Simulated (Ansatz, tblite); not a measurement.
Forces on Al₅Sb₄H₁₆⁻, a cluster cut from zinc blende AlSb (hydrogen-capped) at its PBE-D4/def2-SVP geometry. Charge -1, multiplicity 1.

In the def2 sets Sb takes a core potential; there is no spin–orbit coupling. The xTB rows come from tblite.

GFN1-xTB (tblite), largest force 0.97 eV/Å:

```xyz
25
positions Å, forces eV/Å
Sb   -1.622   -0.377    1.714    0.654   -0.017   -0.712
Sb    2.366   -1.087    1.017   -0.593    0.736    0.239
Sb   -1.145   -1.134   -2.269   -0.221    0.726    0.573
Sb    0.609    2.205   -0.692   -0.144   -0.942    0.156
Al   -2.879   -1.751   -0.240    0.779    0.421    0.117
Al    0.429   -1.712    2.851   -0.151    0.408   -0.749
Al   -1.259    2.285    1.286    0.361   -0.657   -0.370
Al    3.074    1.358    0.006   -0.796   -0.344   -0.059
Al   -0.220    1.308   -3.099    0.123   -0.328    0.819
H    -2.797   -0.417    2.976    0.071    0.001   -0.075
H     2.119   -2.124   -0.332    0.263    0.075    0.325
H     3.816   -1.866    1.527   -0.208   -0.051   -0.248
H    -1.625   -2.022   -3.667    0.248   -0.020    0.209
H     0.260   -2.087   -1.982   -0.350    0.065   -0.254
H     0.899    3.871   -1.028   -0.016   -0.101    0.020
H    -2.826   -3.347   -0.023   -0.202    0.134   -0.044
H    -4.265   -1.049   -0.666    0.072   -0.247    0.019
H     0.232   -3.311    2.827    0.052    0.139    0.195
H     0.926   -0.989    4.204   -0.024   -0.249   -0.065
H    -0.596    2.939    2.602   -0.195    0.079   -0.097
H    -2.621    2.907    0.689    0.106    0.083    0.188
H     3.633    2.163    1.287    0.116   -0.087   -0.214
H     4.037    1.105   -1.261    0.050    0.135    0.198
H    -1.538    2.088   -3.603    0.206   -0.093   -0.125
H     0.994    1.044   -4.125   -0.202    0.134   -0.045
```

GFN2-xTB (tblite), largest force 0.44 eV/Å:

```
Sb 0.119 -0.057 -0.137
Sb -0.116 0.337 0.255
Sb -0.275 0.329 0.096
Sb 0.004 -0.188 -0.012
Al 0.148 0.006 0.150
Al -0.140 0.000 -0.114
Al -0.001 0.003 0.002
Al -0.132 0.010 -0.126
Al 0.150 0.012 0.145
H 0.108 -0.017 -0.113
H 0.132 0.021 0.146
H -0.145 -0.043 -0.182
H 0.178 -0.023 0.141
H -0.144 0.017 -0.116
H -0.011 -0.157 0.018
H -0.144 0.292 -0.108
H 0.237 -0.255 -0.002
H 0.111 0.297 0.129
H -0.015 -0.258 -0.234
H -0.224 -0.037 -0.248
H 0.261 -0.029 0.210
H 0.022 -0.216 -0.272
H -0.070 0.087 0.325
H 0.269 -0.219 -0.034
H -0.322 0.087 0.082
```

PBE-D4/def2-SVP (Ansatz), largest force 0.02 eV/Å:

```
Sb 0.000 -0.002 -0.004
Sb -0.001 0.012 0.010
Sb 0.013 -0.006 0.005
Sb -0.002 -0.002 -0.002
Al 0.005 0.004 -0.003
Al -0.001 -0.003 0.007
Al -0.004 0.005 0.002
Al 0.003 0.004 -0.001
Al -0.003 -0.003 0.003
H -0.001 -0.001 0.001
H -0.002 -0.007 -0.010
H 0.007 -0.005 0.001
H -0.004 0.000 -0.004
H -0.005 0.002 -0.003
H 0.001 0.001 0.000
H 0.000 -0.001 0.000
H -0.002 0.000 0.003
H 0.001 0.004 -0.001
H -0.003 -0.003 -0.004
H 0.002 0.000 0.000
H 0.001 -0.001 0.000
H -0.001 -0.001 -0.004
H -0.002 -0.001 0.003
H 0.002 0.003 0.000
H 0.000 0.000 -0.001
```
